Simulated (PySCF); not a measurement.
Gas-phase reaction: GeH3 + 5 Cl ⇌ GeHCl3 + 2 HCl

Energies from PySCF (xtb for GFN2), thermal terms from the rigid-rotor harmonic-oscillator model, ideal gas at 1 bar. † marks an energy on the PBE0/def2-TZVP geometry and frequencies; other levels use their own. Open shells (unrestricted): GeH3 (multiplicity 2), Cl (multiplicity 2); the rest are closed-shell singlets. GFN2 has no spin-polarisation term. Spin-orbit splitting is ignored; it lowers the true energy and changes the entropy of Cl. Ge: all electrons, no relativistic terms. GeH3: computed as isolated molecules; such fragments, hydroxides, amides, oligomers or adducts are transient or little studied in the gas.

GFN2-xTB gives ΔH°(298 K) = -1405 kJ.

Task: What do LDA/def2-TZVP†, BLYP/def2-TZVP†, ωB97M-V/def2-TZVP† give?

Result: LDA/def2-TZVP†: -1616 kJ; BLYP/def2-TZVP†: -1298 kJ; ωB97M-V/def2-TZVP†: -1393 kJ. For scale, ΔH°(298 K) is -1405 kJ at this level, -1393 kJ at ωB97M-V/def2-TZVP†, and runs from -1616 to -879 kJ over the 20 levels computed († marks an energy on the PBE0/def2-TZVP geometry).
